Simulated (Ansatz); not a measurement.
Two isomers of C2H7NOSn: A = `C[NH][SnH2][CH]=O`, B = `[CH3][SnH2][O]C=N`.

Program: Ansatz. Geometries: PBE0-D4/def2-TZVP. ΔE: electronic, gas phase. CCSD(T)/CBS adds triple-zeta CCSD(T) − MP2 to the extrapolated MP2 energy (def2 sets, frozen cores). DFT in def2-TZVPP. B3LYP here is the variant with VWN-RPA as its local correlation; programs differ in this. def2 core potentials past Kr. For Sn outer-core shells are correlated without core-valence functions, which leaves a few kJ/mol of doubt a bond. Each species was taken in one conformer, which may not be the lowest.

Task: Which isomer does CCSD(T)/CBS put lower? Give the gap. (Best estimate.)

Result: The calculation gave: B, by 123.0 kJ/mol.

Task: Give E(B) − E(A) in kJ/mol with PBE-D4, PBE0-D4, B3LYP, r2SCAN-D4, MP2/def2-TZVPP, CCSD/def2-TZVPP, B3LYP-D4. (Estimate.)

Result: The calculation gave: PBE-D4 -117.2, PBE0-D4 -120.5, B3LYP -116.5, r2SCAN-D4 -127.6, MP2/def2-TZVPP -125.6, CCSD/def2-TZVPP -119.0, B3LYP-D4 -117.5. None reverses the order clearly.

Largest T1 diagnostic: 0.015.

From PBE to PBE0 (25 % exact exchange), in def2-TZVPP and without D4, E(B) − E(A) moves by −3.5 kJ/mol.
